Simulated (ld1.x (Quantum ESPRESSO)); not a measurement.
# Which change was made? (I, TM)

```json
{
 "Element": "I",
 "Generator": "ld1.x (Quantum ESPRESSO) 7.5",
 "Type": "norm-conserving Troullier–Martins (Kleinman–Bylander form)",
 "Functional": "Wu–Cohen",
 "Relativity": "fully relativistic",
 "Frozen core": "[Kr] 4d10",
 "Valence charge": "7",
 "Reference configuration": "5s1 5p6",
 "Partial waves": "5s (bound): rc 1.45 bohr; 5p (bound): rc 1.80 bohr",
 "Local potential": "all-electron potential smoothed inside 1.25 bohr (lloc = -2)",
 "Core correction": "Bessel-smoothed model core, default radius (core density twice the valence density)"
}
```

Open shells are filled in proportion to 2j + 1 (rel_dist='average').

Cutoffs, loose and tight: the cutoffs (Ry, on a coarse ladder) from which the occupation-weighted sum of valence levels, in a spherical-Bessel basis at the reference potential, stays within 10 and 1 mRy of its value at 400 Ry. They do not see the model core or the augmentation charge, which bear on the density cutoff. Test errors are all-electron minus pseudo excitation energies from the reference, over the configurations 5s2 5p5; 5s2 5p4; 5s2 5p3; 5s1 5p5; 5s2 5p1; 5s2 5p4.5; 5s2 5p5.3; variants that change the core or the reference have their own tests.

The base gives: outcome: generated; cutoff, loose: 40 Ry; cutoff, tight: 100 Ry; bound ghosts: s, d; largest test error (meV): -71.

Task: After one change the result is: outcome: generated; cutoff, loose: 160 Ry; cutoff, tight: 230 Ry; bound ghosts: s, d; largest test error (meV): -91. Which change was it?
A. wave 5p (bound): rc 1.80 bohr becomes 5p (bound): rc 2.64 bohr
B. wave 5p (bound): rc 1.80 bohr becomes 5p (bound): rc 1.38 bohr
C. wave 5p (bound): rc 1.80 bohr becomes 5p (bound): rc 1.56 bohr

Result: B. The others give: wave 5p (bound): rc 1.80 bohr becomes 5p (bound): rc 2.64 bohr → outcome: generated; cutoff, loose: 35 Ry; cutoff, tight: 80 Ry; bound ghosts: s, d; largest test error (meV): -167 | wave 5p (bound): rc 1.80 bohr becomes 5p (bound): rc 1.56 bohr → outcome: generated; cutoff, loose: 60 Ry; cutoff, tight: 120 Ry; bound ghosts: s, d; largest test error (meV): -52.
